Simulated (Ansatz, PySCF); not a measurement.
Na(OH) (HNaO), SMILES [OH][Na].

The structure is a stationary point at ωB97X-D3(BJ)/def2-TZVPD. The isomer is the one that the SMILES or the coordinates give; other isomers of the formula were not compared.

Vertical ionisation energy (IE) and electron affinity (EA) in eV. Rows of orbital energies are one-electron estimates. Where ΔSCF, EOM or ADC give a negative EA the extra electron is unbound and the value depends on the basis.

```tsv
level	IE	EA
−ε(HOMO), −ε(LUMO), B3LYP/def2-TZVPD (PySCF)	5.06	1.57
−ε(HOMO), −ε(LUMO), ωB97X/def2-TZVPD (PySCF)	7.79	-0.05
−ε(HOMO), −ε(LUMO), PBE/def2-TZVPD (PySCF)	3.79	1.80
ΔSCF, CAM-B3LYP/def2-TZVPD (Ansatz), final states of multiplicity 2 and 2	8.17	0.43
ΔSCF, PBE/def2-TZVPD (Ansatz), final states of multiplicity 2 and 2	8.27	0.48
```

Task: What vertical singlet–triplet gap does ΔSCF give with CAM-B3LYP/def2-TZVPD (Ansatz, a quantum-chemistry and plane-wave program) and with PBE/def2-TZVPD (Ansatz)? (Estimate from the structure and the level; the computed values follow.)

Result: 3.63 and 3.66 eV (triplet above singlet where positive).
